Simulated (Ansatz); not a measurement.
Ansatz (an electronic-structure program) input:
A basis named .json is the Basis Set Exchange file of that set.

Ansatz 0.2 input:
```yaml
crystal:
  periodic: [false, false, false]
  atoms:
    - {symbol: Si, position_ang: [0.39735093, 0.01673678, -0.03243247]}
    - {symbol: F, position_ang: [0.71388762, -1.25455577, 0.85024217]}
    - {symbol: F, position_ang: [0.61041922, 1.27616569, 0.89705804]}
    - {symbol: F, position_ang: [1.43733448, 0.08101535, -1.20914561]}
    - {symbol: O, position_ang: [-1.07346929, -0.03193275, -0.65781548]}
    - {symbol: C, position_ang: [-2.31719567, -0.09487611, 0.04155759]}
    - {symbol: H, position_ang: [-3.10872634, -0.12096651, -0.70419930]}
    - {symbol: H, position_ang: [-2.37000816, -0.99686586, 0.65369173]}
    - {symbol: H, position_ang: [-2.44802189, 0.78460868, 0.67434889]}
basis:
  gaussian:
    orbitals: cc-pV_Q+d_Z.json
hamiltonian:
  xc: pbe
magnetization: {spin_polarized: false}
correlation: {method: rpa, electrons: outside_noble_gas}
```

Problem. Which total energy does the run end on?

Solution. -704.27038 Eh (RPA@PBE/cc-pV(Q+d)Z). The basis has 429 functions. The run takes around 40 core-seconds (rough).
